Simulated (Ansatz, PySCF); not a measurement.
Reaction (SMILES): CCCCC=O → CC[CH]CC=O + H atom (the C-H bond at the site shown breaks; other sites are not compared here)
Geometries: B3LYP-D3(BJ)/def2-TZVP minima from Ansatz (a quantum-chemistry and plane-wave program), one conformer each, not searched for the lowest. Frequencies are from Ansatz or PySCF.

Wanted: bond dissociation energy (enthalpy at 298 K, with B3LYP-D3(BJ) rigid-rotor harmonic-oscillator terms), in eV. Valence correlation only, unless marked. UHF or UKS for open shells. Spin-orbit coupling is left out. No relativistic terms. Basis-set limits of correlation are two-point, X^-3; Hartree-Fock from the larger set. [CCSD(T)-MP2]/basis is that difference in the basis named.

RI-MP2/CBS(cc-pVTZ,cc-pVQZ)+[CCSD(T)-MP2]/cc-pVTZ (Ansatz) gives 4.36 eV.

Q: Another calculation gave 4.07 eV. Which level was it?
(A) wB97M-V/def2-TZVPD (Ansatz)
(B) SVWN5/def2-TZVPD (Ansatz)
(C) r2SCAN0/def2-TZVPD (Ansatz)
(D) B3LYP/def2-TZVPD (Ansatz)

A: C, r2SCAN0/def2-TZVPD (Ansatz). The others give 4.18 (B3LYP), 4.59 (SVWN5), 4.30 (wB97M-V) eV.
